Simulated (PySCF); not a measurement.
# Computed properties of CH10OSi4, SMILES C1O[SiH2][Si@@H]([SiH2]1)[SiH3]

CH10OSi4, SMILES [SiH3][Si@@H]1[SiH2]CO[SiH2]1. Coordinates come from a PBE0-D3(BJ)/def2-SVP optimisation. The structure was generated by enumeration; whether it is a known compound was not checked. One conformer was computed; it need not be the lowest. All values are computed for the isolated molecule unless a solvent is named; none is compared with measurement here.

**Structure.** All 42 harmonic modes at PBE0-D3(BJ)/def2-SVP (PySCF) are real, so it is a minimum. With heavy atoms numbered as in [SiH3:1][Si@@H:2]1[SiH2:3][CH2:4][O:5][SiH2:6]1, the shortest bond between them is C4–O5 at 1.413 Å and the longest Si2–Si6 at 2.359 Å.

**Vibrations.** The strongest infrared lines (harmonic, unscaled, degenerate partners summed) lie at 853 cm⁻¹ (277 km/mol, H 80 %, C 11 %), 828 cm⁻¹ (223 km/mol, H 71 %, Si 16 %), 2233 cm⁻¹ (140 km/mol, H 96 %). The softest mode is at 45 cm⁻¹ and the zero-point energy is 63.5 kcal/mol.

**Electronic structure.** CAM-B3LYP/def2-TZVP (PySCF) places the frontier levels at -8.47 and 0.35 eV, a gap of 8.82 eV, and gives a dipole moment of 1.04 D. PBE/def2-TZVP (PySCF) at the same geometry gives -6.11 and -1.47 eV, so its gap is 4.18 eV narrower. An orbital gap is neither the optical nor the fundamental gap.

**Excitations.** TDA-B3LYP/def2-SVPD (PySCF) has S1 at 5.42 eV (229 nm, f = 0.004, weak); the most intense of the 6 singlets computed lies at 6.14 eV (f = 0.04). T1 (TDA) is at 4.87 eV, 0.55 eV under S1. TDA-PBE/def2-SVPD (PySCF) puts S1 at 4.93 eV. No vertical singlet excitation falls in the visible range (under 3.1 eV).

**NMR.** GIAO shifts at PBE0/pcSseg-1 (PySCF) (non-relativistic, atoms alike by connectivity averaged): ¹³C at 57.3 ppm against TMS; ¹H from 3.2 to 5.5 ppm against TMS; ²⁹Si from -143.8 to -3.2 ppm against TMS.

**Solvation.** SMD-PBE0/6-31G* (PySCF) gives 2.0 kcal/mol in water, -1.8 kcal/mol in tetrahydrofuran, -2.0 kcal/mol in ethylethanoate (1 M in both phases, gas-phase geometry).
